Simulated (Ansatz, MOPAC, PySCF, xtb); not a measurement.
Two rigid molecules brought together: F2Mg ··· H2S (SMILES [F][Mg][F] and S). Monomers: optimised at B3LYP-D3(BJ) (def2-TZVP), held rigid. Orientation: lowest of the rigid-body minima from ten starts at GFN2-xTB. Only R, the distance of the centres of mass, is varied, so the lowest point isn't the relaxed dimer.

RKS-M06-2X/6-31G* = restricted M06-2X/6-31G*, spherical d, no counterpoise correction (PySCF); GFN1-xTB (xtb); AM1, restricted, heats of formation (MOPAC); CCSD(T)/aug-cc-pVDZ = CCSD(T) on RHF/aug-cc-pVDZ, frozen core, counterpoise-corrected in Ansatz (a program for electronic structure).

Interaction energies in kJ/mol; the last columns give the difference from CCSD(T):

```csv
R / Å,RKS-M06-2X/6-31G*,GFN1-xTB,AM1,CCSD(T)/aug-cc-pVDZ,RKS-M06-2X/6-31G* − CCSD(T)/aug-cc-pVDZ,GFN1-xTB − CCSD(T)/aug-cc-pVDZ,AM1 − CCSD(T)/aug-cc-pVDZ
2.22,12.22,-90.63,17.47,54.03,-41.81,-144.66,-36.55
2.43,-36.11,-110.07,-38.83,-4.23,-31.87,-105.84,-34.59
2.60,-49.88,-110.41,-56.14,-24.30,-25.58,-86.11,-31.84
2.79,-52.11,-103.81,-58.26,-32.18,-19.93,-71.63,-26.08
3.04,-45.99,-89.97,-47.99,-31.69,-14.29,-58.28,-16.30
3.31,-36.36,-73.91,-32.86,-26.38,-9.98,-47.53,-6.48
3.58,-27.53,-59.16,-20.08,-20.47,-7.06,-38.70,0.38
4.08,-15.81,-36.12,-6.69,-11.97,-3.85,-24.15,5.28
4.78,-7.45,-14.94,-1.44,-5.65,-1.80,-9.30,4.21
5.79,-2.78,-3.77,-0.57,-2.21,-0.57,-1.56,1.64
7.13,-0.84,-1.50,-0.33,-0.80,-0.03,-0.70,0.47
```

RKS-M06-2X/6-31G* is furthest from CCSD(T)/aug-cc-pVDZ at 2.22 (-41.81 kJ/mol, below); its mean absolute difference over the points is 14.25 kJ/mol.

GFN1-xTB is furthest from CCSD(T)/aug-cc-pVDZ at 2.22 (-144.66 kJ/mol, below); its mean absolute difference over the points is 53.49 kJ/mol.

AM1 is furthest from CCSD(T)/aug-cc-pVDZ at 2.22 (-36.55 kJ/mol, below); its mean absolute difference over the points is 14.89 kJ/mol.
